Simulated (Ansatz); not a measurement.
Reaction (redistribution): `[SH][InH2]` + `C[N]([GeH3])[SiH](O)F` → `C[N]([GeH3])[InH2]` + `O[SiH](F)S`

Program: Ansatz. Geometries: PBE0-D4/def2-TZVP. ΔE: electronic, gas phase. CCSD(T)/CBS adds triple-zeta CCSD(T) − MP2 to the extrapolated MP2 energy (def2 sets, frozen cores). DFT in def2-TZVPP. B3LYP here is the variant with VWN-RPA as its local correlation; programs differ in this. Elements past krypton have def2 core potentials. For Ge, In outer-core shells are correlated without core-valence functions, which leaves a few kJ/mol of doubt a bond. Scalar relativity is left out up to krypton. One conformer a species, not always the lowest.

| level | ΔE (kcal/mol) | difference from CCSD(T)/CBS |
| --- | --- | --- |
| PBE-D4 | 20.3 | -0.3 |
| PBE0-D4 | 22.6 | 2.0 |
| B3LYP-D4 | 22.9 | 2.3 |
| ωB97M-V | 23.3 | 2.7 |
| PBE0 | 22.4 | 1.8 |
| B3LYP | 22.8 | 2.2 |
| CCSD(T)/def2-TZVPP | 21.6 | 1.0 |
| MP2/def2-QZVPP | 20.2 | -0.4 |
| HF/CBS(def2) | 27.5 | 6.9 |
| CCSD/CBS(def2) | 21.7 | 1.1 |
| CCSD(T)/CBS | 20.6 | 0 |

Largest T1 diagnostic among the species: 0.015.

In def2-TZVPP, CCSD(T) changes the Hartree–Fock value by −6.0 kcal/mol (the triples alone add −1.1 kcal/mol) and MP2 by −6.8 kcal/mol. From PBE to PBE0 (25 % exact exchange), in def2-TZVPP and without D4, ΔE moves by +2.3 kcal/mol.
